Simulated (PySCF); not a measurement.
Structure with atom numbers: `[CH3:1][Si@@H:2]([OH:3])[Si@:4]([F:5])([SiH3:6])[O:7][SiH3:8]`. Each H is labelled by its parent atom.

- geometry: GFN2-xTB
- shieldings: GIAO PBE0/pcSseg-1
- run in PySCF
- one conformer, equivalent nuclei averaged, no solvent, relativity neglected

δ = σ(ref) − σ, references computed at the same level: TMS for ¹³C and ¹H and ²⁹Si; H2O for ¹⁷O; ¹⁹F against CFCl3.

```
 atoms  nucleus  count  Hirshfeld charge  δ (ppm)
H(Si8)       ¹H      3             -0.08     5.18
   Si4     ²⁹Si      1              0.35     24.1
   Si6     ²⁹Si      1              0.21   -117.8
 H(C1)       ¹H      3              0.04        ?
H(Si6)       ¹H      3             -0.07     3.47
H(Si2)       ¹H      1             -0.09        ?
 H(O3)       ¹H      1              0.18        ?
    C1      ¹³C      1             -0.22        ?
   Si8     ²⁹Si      1              0.40    -44.4
    O3      ¹⁷O      1             -0.31     15.3
   Si2     ²⁹Si      1              0.34     -6.8
    F5      ¹⁹F      1             -0.22   -143.2
    O7      ¹⁷O      1             -0.31     60.9
```

**Question.** Estimate the values marked ?.

**Answer.** 
- C1: 3.2 ppm, methyl carbon bonded to Si; an electropositive neighbour leaves it electron-rich and shielded
- H(Si2): 5.62 ppm, hydrogen on a silicon bonded to C, O, Si
- H(O3): 0.66 ppm, hydrogen on an oxygen bonded to Si; labile proton, position sensitive to the medium
- H(C1): 0.33 ppm, hydrogen on a methyl carbon bonded to Si; an electropositive neighbour shields it, as in TMS itself

OH and NH positions are those of a molecule without intermolecular hydrogen bonds; in solution they move with solvent, concentration and temperature, and exchange usually removes their couplings. Shifts are as computed. Against solution values, carbons near 30 ppm lie about +3 ppm off and those near 130 ppm about +5 ppm. Of 1309 compounds with measured shifts, 239 miss one by over three times the rms of a fit or turn the order of signals round; such compounds aren't used in these exercises. Unscaled 19F shifts against computed CFCl3 carry errors that often reach 10 to 50 ppm. Experimental scales use liquid or dissolved standards, which lie at an offset from isolated H2O (liquid H2O: subtract about 36 ppm).
